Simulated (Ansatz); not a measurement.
Computed with Ansatz.

A structure relaxed at PBE0-D4/def2-TZVP, charge 0, multiplicity 1:

Cartesian coordinates in Å:
```
N -1.2928 0.9447 -0.5127
C -0.4581 -0.2387 -0.2648
Si 1.2422 -0.1463 -1.0907
Si -0.4120 -0.5823 1.5717
Cl 0.3817 1.0689 2.5228
H -0.9053 1.7580 -0.0490
H -1.3434 1.1600 -1.5016
H -0.9732 -1.1234 -0.6696
H 2.0335 -1.3939 -0.9048
H 2.0017 1.0088 -0.5450
H 1.0289 0.0800 -2.5480
H 0.4655 -1.7415 1.8652
H -1.7687 -0.7943 2.1266
```

**Question.** Give its formula and SMILES.

**Answer.** CH8ClNSi2, `NC([SiH3])[SiH2]Cl`.

**Question.** Point group (tolerance 0.08 Å, 0.16 Å for H)?

**Answer.** C1.

**Question.** Summarise the bond lengths by kind.

**Answer.** 1 × C–N 1.469 Å; 2 × H–N 1.013 Å; 2 × C–Si 1.869 to 1.893 Å; 1 × C–H 1.101 Å; 5 × H–Si 1.481 to 1.490 Å; 1 × Cl–Si 2.064 Å.
